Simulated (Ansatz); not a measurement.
Basis-set extrapolation for CH2BFO (`FB1CO1`) (PBE0-D4/def2-TZVP geometry, frozen core, the Gaussian-basis code of Ansatz). Multiplicity 1, RHF reference.

```csv
,def2-TZVPP,def2-QZVPP
HF,-238.164110,-238.175143
MP2 correlation,-0.738095,-0.797720
CCSD(T) correlation,-0.777532,not run
```

Energies in hartree. Use E(X) = E(∞) + A·exp(−7.88·√X) for Hartree–Fock and E(X) = E(∞) + B·X^(−2.97) for correlation, with X = 3 and 4, and add CCSD(T) minus MP2 of the smaller set to the MP2 limit.

Problem. What is the CCSD(T) energy at the basis-set limit?

Solution. HF limit: -238.175143 + (-0.011033) × 0.13774 = -238.17666. MP2 limit: -0.797720 + (-0.059625) × 0.74074 = -0.84189. Higher-order term: -0.777532 − (-0.738095) = -0.03944. Total: -239.05799 hartree, 73.0 kcal/mol below CCSD(T)/def2-TZVPP.
